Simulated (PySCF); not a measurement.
## 19F chemical shifts

Computational details: structure optimised with GFN2-xTB, PBE0/pcSseg-1 with gauge-including orbitals, in PySCF 2.14.0 with density-fitted response routines (one computed conformer, one averaged value for each set of equivalent atoms, no solvent, non-relativistic).

Shieldings were converted by a linear fit to measured shifts: 19F: δ = 146.13 − 0.903σ +14.6 on sp3 carbon (rms 6.0 ppm, 223 shifts, 7.0 ppm with the 5 outliers that the fit left out vs CFCl3, solution or neat liquid). Occasional misses reach two or three times the rms, and more in compound classes unlike the fitted ones.

Q: Give the 19F shifts of `C=C1C[C@@H](SC(F)(F)F)[C@@H]1F`.

A: 
```csv
compound,environment,δ (ppm)
[CH2:1]=[C:2]1[CH2:3][C@@H:4]([S:5][C:6]([F:7])([F:8])[F:9])[C@@H:10]1[F:11],F7/8/9: fluorine of an SCF3 group (×3),-45.0
[CH2:1]=[C:2]1[CH2:3][C@@H:4]([S:5][C:6]([F:7])([F:8])[F:9])[C@@H:10]1[F:11],F11: fluorine on an sp3 carbon,-162.9
```

Q: Match the shifts -70.8, -111.0, -123.6, -136.0, -208.1, -226.4 ppm to `CC1=C(F)C/1=C\C1CCC1`, `C=C1[SiH2]N(C)C[C@@H]1CF`, `C[C@H](C#CC#N)C(F)(F)F`, `O=P(O)(O)c1cccc(F)c1`, `CN1CCC(C[SiH3])=C1F`, `C/C=C(\C)CF`.

A: -70.8: C[C@H](C#CC#N)C(F)(F)F (fluorine of a CF3 group); -111.0: O=P(O)(O)c1cccc(F)c1 (aryl fluorine); -123.6: CC1=C(F)C/1=C\C1CCC1 (vinylic fluorine); -136.0: CN1CCC(C[SiH3])=C1F (vinylic fluorine); -208.1: C=C1[SiH2]N(C)C[C@@H]1CF (fluorine on an sp3 carbon); -226.4: C/C=C(\C)CF (fluorine on an sp3 carbon).
